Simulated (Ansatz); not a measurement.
Basis-set extrapolation for AlBClFH₅NSi, SMILES `B[NH][AlH][SiH](F)Cl` (PBE0-D4/def2-TZVP geometry, frozen core, Ansatz 0.2.0). Multiplicity 1, RHF reference.

```csv
,def2-TZVPP,def2-QZVPP
HF,-1172.127995,-1172.165858
MP2 correlation,-0.938386,-1.019541
CCSD(T) correlation,-1.030696,not run
```

Energies in hartree. Use E(X) = E(∞) + A·exp(−7.88·√X) for Hartree–Fock and E(X) = E(∞) + B·X^(−2.97) for correlation, with X = 3 and 4, and add CCSD(T) minus MP2 of the smaller set to the MP2 limit.

Question: What is the CCSD(T) energy at the basis-set limit?

Answer: HF limit: -1172.165858 + (-0.037863) × 0.13774 = -1172.17107. MP2 limit: -1.019541 + (-0.081155) × 0.74074 = -1.07966. Higher-order term: -1.030696 − (-0.938386) = -0.09231. Total: -1173.34304 hartree, 484.0 kJ/mol below CCSD(T)/def2-TZVPP.
